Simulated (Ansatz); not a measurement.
C2H8S2Si, SMILES `CCSS[SiH3]`. The species carries charge 0 and has multiplicity 1.

Z-matrix (Å, degrees):
```
C
C 1 1.512
H 1 1.092 2 110.7
H 1 1.093 2 110.3 3 -119.4
H 1 1.091 2 111.1 3 120.3
S 2 1.811 1 114.3 3 -61.5
H 2 1.095 1 111.4 3 -177.8
H 2 1.092 1 111.9 3 62.1
S 6 2.061 2 102.5 1 65.7
Si 9 2.140 6 95.8 2 91.1
H 10 1.483 9 110.4 6 62.6
H 10 1.488 9 106.9 6 -177.5
H 10 1.485 9 110.0 6 -58.5
```

(1) List the harmonic frequencies (cm⁻¹, unscaled) at PBE0-D4/def2-TZVP in Ansatz. (An estimate is asked.)

(2) Is this a minimum?

(3) Give the ideal-gas thermochemistry at 298.15 K and 1 bar (rigid rotor, harmonic oscillator; point group C1, symmetry number 1).

(4) And at 400, 500, 600, 800 and 1000 K?

Answers

(1) Ansatz gave: 58, 96, 132, 161, 201, 274, 358, 497, 519, 622, 629, 666, 764, 913, 929, 944, 988, 1048, 1082, 1267, 1291, 1402, 1449, 1480, 1493, 2219, 2231, 2246, 3051, 3055, 3106, 3125, 3142.

(2) Yes, all 33 modes are real.

(3) Zero-point energy 247.9 kJ/mol; H(298) − E = 272.1 kJ/mol; entropy 377.7 J/(mol·K), of which translation 169.0, rotation 117.8, vibration 90.9; G(298) − E = 159.5 kJ/mol. Modes under 100 cm⁻¹ are hindered rotations or soft bends, so the harmonic entropy is rough.

(4) 
```json
{"T (K)": "400", "H − E (kJ/mol)": "286.2", "S (J/mol/K)": "418.2", "G − E (kJ/mol)": "118.9"}
{"T (K)": "500", "H − E (kJ/mol)": "302.4", "S (J/mol/K)": "454.2", "G − E (kJ/mol)": "75.3"}
{"T (K)": "600", "H − E (kJ/mol)": "320.5", "S (J/mol/K)": "487.3", "G − E (kJ/mol)": "28.2"}
{"T (K)": "800", "H − E (kJ/mol)": "361.4", "S (J/mol/K)": "545.8", "G − E (kJ/mol)": "-75.3"}
{"T (K)": "1000", "H − E (kJ/mol)": "406.9", "S (J/mol/K)": "596.6", "G − E (kJ/mol)": "-189.6"}
```
